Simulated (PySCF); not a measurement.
# Correlation energy of Ta (tantalum, neutral)

[Xe] 4f14 5d4 6s1, high-spin 6D determinant (an excited configuration). Computed with PySCF 2.14 in aug-cc-pVTZ-PP with ECP60MDF, with a scalar-relativistic core potential. Frozen: 5s2 5p6; 5 electrons correlated.

```json
{"level": "CCSD", "correlation energy (mhartree)": "-60.85"}
{"level": "(T)", "correlation energy (mhartree)": "-2.01"}
{"level": "CCSD(T)", "correlation energy (mhartree)": "-62.86"}
```

Diagnostics: T1 = 0.0092, D1 = 0.0167, largest double amplitude 0.022.

Spin-orbit coupling, absent here, splits the open shell strongly.

Cost of the coupled-cluster step: roughly 6 core-seconds, for 5 correlated electrons.
